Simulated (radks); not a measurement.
Minus the highest occupied eigenvalue as an estimate of the ionisation energy, Ce20+ to Ce39+. The LB94 potential has the -1/r tail that LDA and GGA lack but no energy functional. Calculated with a radial shooting solver on a logarithmic mesh with Libxc functionals: Dirac Kohn-Sham, LB94 model potential, spin-unpolarised, spherical densities, finite nucleus; open shells fill j = l - 1/2 first; Fermi nuclear charge, rms radius 4.8771 fm.

[
 {"species": "Ce20+", "configuration": "[Kr] 4d2", "HOMO": "4d3/2", "-e(HOMO) (eV)": "578.85", "<r> (bohr)": "0.637", "IE, NIST (eV)": "579", "kind": "theory"},
 {"species": "Ce21+", "configuration": "[Kr] 4d1", "HOMO": "4d3/2", "-e(HOMO) (eV)": "615.11", "<r> (bohr)": "0.629", "IE, NIST (eV)": "613", "kind": "theory"},
 {"species": "Ce22+", "configuration": "[Kr]", "HOMO": "4p3/2", "-e(HOMO) (eV)": "749.84", "<r> (bohr)": "0.615", "IE, NIST (eV)": "749", "kind": "theory"},
 {"species": "Ce23+", "configuration": "[Ar] 3d10 4s2 4p5", "HOMO": "4p3/2", "-e(HOMO) (eV)": "787.67", "<r> (bohr)": "0.609", "IE, NIST (eV)": "785", "kind": "theory"},
 {"species": "Ce24+", "configuration": "[Ar] 3d10 4s2 4p4", "HOMO": "4p3/2", "-e(HOMO) (eV)": "826.03", "<r> (bohr)": "0.603", "IE, NIST (eV)": "824", "kind": "theory"},
 {"species": "Ce25+", "configuration": "[Ar] 3d10 4s2 4p3", "HOMO": "4p3/2", "-e(HOMO) (eV)": "864.92", "<r> (bohr)": "0.597", "IE, NIST (eV)": "862", "kind": "theory"},
 {"species": "Ce26+", "configuration": "[Ar] 3d10 4s2 4p2", "HOMO": "4p1/2", "-e(HOMO) (eV)": "931.30", "<r> (bohr)": "0.573", "IE, NIST (eV)": "924", "kind": "theory"},
 {"species": "Ce27+", "configuration": "[Ar] 3d10 4s2 4p1", "HOMO": "4p1/2", "-e(HOMO) (eV)": "972.40", "<r> (bohr)": "0.568", "IE, NIST (eV)": "965", "kind": "theory"},
 {"species": "Ce28+", "configuration": "[Ar] 3d10 4s2", "HOMO": "4s1/2", "-e(HOMO) (eV)": "1073.6", "<r> (bohr)": "0.561", "IE, NIST (eV)": "1060", "kind": "theory"},
 {"species": "Ce29+", "configuration": "[Ar] 3d10 4s1", "HOMO": "4s1/2", "-e(HOMO) (eV)": "1116.2", "<r> (bohr)": "0.556", "IE, NIST (eV)": "1103.5", "kind": "semi-emp."},
 {"species": "Ce30+", "configuration": "[Ar] 3d10", "HOMO": "3d5/2", "-e(HOMO) (eV)": "1895.4", "<r> (bohr)": "0.247", "IE, NIST (eV)": "1908", "kind": "theory"},
 {"species": "Ce31+", "configuration": "[Ar] 3d9", "HOMO": "3d5/2", "-e(HOMO) (eV)": "1986.0", "<r> (bohr)": "0.244", "IE, NIST (eV)": "1994", "kind": "theory"},
 {"species": "Ce32+", "configuration": "[Ar] 3d8", "HOMO": "3d5/2", "-e(HOMO) (eV)": "2078.1", "<r> (bohr)": "0.242", "IE, NIST (eV)": "2087", "kind": "theory"},
 {"species": "Ce33+", "configuration": "[Ar] 3d7", "HOMO": "3d5/2", "-e(HOMO) (eV)": "2171.8", "<r> (bohr)": "0.239", "IE, NIST (eV)": "2185", "kind": "theory"},
 {"species": "Ce34+", "configuration": "[Ar] 3d6", "HOMO": "3d5/2", "-e(HOMO) (eV)": "2267.1", "<r> (bohr)": "0.236", "IE, NIST (eV)": "2280", "kind": "theory"},
 {"species": "Ce35+", "configuration": "[Ar] 3d5", "HOMO": "3d5/2", "-e(HOMO) (eV)": "2363.8", "<r> (bohr)": "0.234", "IE, NIST (eV)": "2378", "kind": "theory"},
 {"species": "Ce36+", "configuration": "[Ar] 3d4", "HOMO": "3d3/2", "-e(HOMO) (eV)": "2485.9", "<r> (bohr)": "0.228", "IE, NIST (eV)": "2500", "kind": "theory"},
 {"species": "Ce37+", "configuration": "[Ar] 3d3", "HOMO": "3d3/2", "-e(HOMO) (eV)": "2586.8", "<r> (bohr)": "0.226", "IE, NIST (eV)": "2600", "kind": "theory"},
 {"species": "Ce38+", "configuration": "[Ar] 3d2", "HOMO": "3d3/2", "-e(HOMO) (eV)": "2689.3", "<r> (bohr)": "0.223", "IE, NIST (eV)": "2706", "kind": "theory"},
 {"species": "Ce39+", "configuration": "[Ar] 3d1", "HOMO": "3d3/2", "-e(HOMO) (eV)": "2793.2", "<r> (bohr)": "0.221", "IE, NIST (eV)": "2806", "kind": "theory"}
]

Reference values: NIST Atomic Spectra Database (exp. = measured, semi-emp. = semi-empirical, theory = theoretical value adopted there). Spin polarisation and multiplet splitting are left out.

Beside tabulated values, note that spin-unpolarised runs miss the spin-polarisation part of the exchange energy of open shells.
